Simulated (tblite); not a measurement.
Compound: C7H10Cl (doublet state).
Atom-mapped SMILES: `[H]/[C:1]=[CH:2]\[C:3]1([CH2:4][Cl:5])[CH2:6][CH2:7][CH2:8]1` (hydrogens: H9 on C1; H10 on C2; H11, H12 on C4; H13, H14 on C6; H15, H16 on C7; H17, H18 on C8)
Bond orders are those of one Lewis drawing.

Computed with GFN2-xTB (tblite), gas phase: L-BFGS steps from a force-field or distance-geometry start until the largest atomic force falls under 0.01 eV/Å.

The end geometry, which sets the zero of energy:
```
atom  x, y, z in Å
C1     -1.0633    2.2661    0.5738
C2     -0.9405    0.9931    0.7199
C3     -0.2868    0.0101   -0.2504
C4     -1.3690   -0.7575   -0.9930
Cl5    -2.3550   -1.7437    0.1210
C6      0.7876   -0.9025    0.3751
C7      1.7409   -0.5410   -0.7737
C8      0.7787    0.5710   -1.2146
H9     -0.8115    3.0395   -0.1125
H10    -1.3425    0.4879    1.5919
H11    -0.9287   -1.4507   -1.7108
H12    -2.0511   -0.0760   -1.5031
H13     1.1309   -0.5389    1.3412
H14     0.5106   -1.9505    0.4676
H15     2.7332   -0.2119   -0.4753
H16     1.8401   -1.3356   -1.5099
H17     1.1150    1.5622   -0.9213
H18     0.5027    0.5845   -2.2671
```

**Question.** These geometries come from the run, each turned onto the end geometry. Order them by energy, lowest first.
A.
```
atom  x, y, z in Å
C1     -0.2840    2.1333    0.7596
C2     -0.9041    1.0012    0.6329
C3     -0.4288   -0.0622   -0.3686
C4     -1.5686   -0.8710   -0.9230
Cl5    -2.3142   -1.6933    0.4715
C6      0.7140   -0.9573    0.1782
C7      1.7204   -0.0430   -0.5142
C8      0.5843    0.4755   -1.3944
H9      0.5675    2.5011    0.2556
H10    -1.7594    0.7685    1.2323
H11    -1.1770   -1.6101   -1.6299
H12    -2.3262   -0.2542   -1.3842
H13     0.8035   -1.0114    1.2566
H14     0.6342   -1.9362   -0.2988
H15     2.1525    0.6885    0.1689
H16     2.4870   -0.5362   -1.0940
H17     0.5364    1.5405   -1.5986
H18     0.5539   -0.1278   -2.2911
```
B.
```
atom  x, y, z in Å
C1     -0.2911    2.1444    0.7631
C2     -0.8533    1.0006    0.5753
C3     -0.4092   -0.0996   -0.3840
C4     -1.5923   -0.8816   -0.9194
Cl5    -2.4318   -1.7827    0.3817
C6      0.7313   -0.9413    0.2189
C7      1.7398   -0.0682   -0.5336
C8      0.5957    0.4281   -1.4292
H9      0.5294    2.7264    0.4143
H10    -1.7214    0.7188    1.1579
H11    -1.2637   -1.6317   -1.6430
H12    -2.3389   -0.2273   -1.3701
H13     0.7974   -0.9678    1.3001
H14     0.7125   -1.9579   -0.1638
H15     2.1246    0.7318    0.0946
H16     2.5688   -0.5838   -1.0120
H17     0.5609    1.4976   -1.6151
H18     0.5325   -0.0999   -2.3768
```
C.
```
atom  x, y, z in Å
C1     -0.4084    2.1757    0.7935
C2     -0.8981    1.0007    0.5977
C3     -0.3924   -0.0753   -0.3645
C4     -1.5538   -0.8590   -0.9477
Cl5    -2.4032   -1.8012    0.3079
C6      0.7405   -0.9105    0.2737
C7      1.7626   -0.1567   -0.5887
C8      0.6124    0.4300   -1.4198
H9      0.3729    2.8177    0.4598
H10    -1.7467    0.6539    1.1808
H11    -1.1995   -1.5760   -1.6910
H12    -2.2862   -0.1898   -1.4019
H13     0.8525   -0.8030    1.3501
H14     0.6612   -1.9675    0.0276
H15     2.3029    0.6031   -0.0280
H16     2.4760   -0.7743   -1.1298
H17     0.6202    1.5043   -1.5818
H18     0.4783   -0.0663   -2.3792
```
D.
```
atom  x, y, z in Å
C1     -0.8498    2.2737    0.7300
C2     -1.0261    1.0022    0.6409
C3     -0.3325    0.0081   -0.2861
C4     -1.3657   -0.8539   -0.9937
Cl5    -2.3108   -1.8397    0.1567
C6      0.7826   -0.8240    0.3867
C7      1.7157   -0.4913   -0.7871
C8      0.7114    0.5601   -1.2784
H9     -0.2834    3.0673    0.3058
H10    -1.7364    0.5004    1.2920
H11    -0.8766   -1.5561   -1.6691
H12    -2.0771   -0.2413   -1.5491
H13     1.1119   -0.3878    1.3276
H14     0.5472   -1.8748    0.5428
H15     2.6962   -0.1091   -0.5140
H16     1.8421   -1.3205   -1.4799
H17     1.0120    1.5758   -1.0378
H18     0.4306    0.5169   -2.3285
```
E.
```
atom  x, y, z in Å
C1     -0.9789    2.2755    0.6234
C2     -0.9732    0.9898    0.6926
C3     -0.3037    0.0054   -0.2630
C4     -1.3759   -0.7900   -0.9938
Cl5    -2.3221   -1.8044    0.1277
C6      0.7887   -0.8733    0.3830
C7      1.7333   -0.5250   -0.7767
C8      0.7538    0.5642   -1.2365
H9     -0.5959    3.0654    0.0203
H10    -1.5050    0.4675    1.4828
H11    -0.9268   -1.4691   -1.7195
H12    -2.0829   -0.1264   -1.4955
H13     1.1297   -0.4730    1.3358
H14     0.5287   -1.9212    0.5101
H15     2.7180   -0.1680   -0.4841
H16     1.8489   -1.3332   -1.4967
H17     1.0803    1.5646   -0.9633
H18     0.4743    0.5573   -2.2879
```

**Answer.** E (0.003 eV), D (0.010 eV), C (0.026 eV), B (0.053 eV), A (0.272 eV).

In the order of the answer:

```
step  E above end (eV)  largest force (eV/Å)  rms force component (eV/Å)  rms distance from end (Å)  rms bond change (Å)  bond most changed (Å)
 136             0.003                  0.05                       0.017                      0.089                0.001           C3–C4 +0.002
 109             0.010                  0.03                       0.008                      0.231                0.001           C3–C6 +0.003
  47             0.026                  0.05                       0.016                      0.606                0.001           C3–C6 +0.003
  15             0.053                  0.14                       0.044                      0.709                0.003          C4–Cl5 +0.007
   3             0.272                  0.75                       0.243                      0.719                0.008           C3–C4 -0.017
```

What follows is the cost of the whole relaxation. Time: 0.93 s of wall time. Hardware: one thread of an Arm Neoverse V2, shared host.
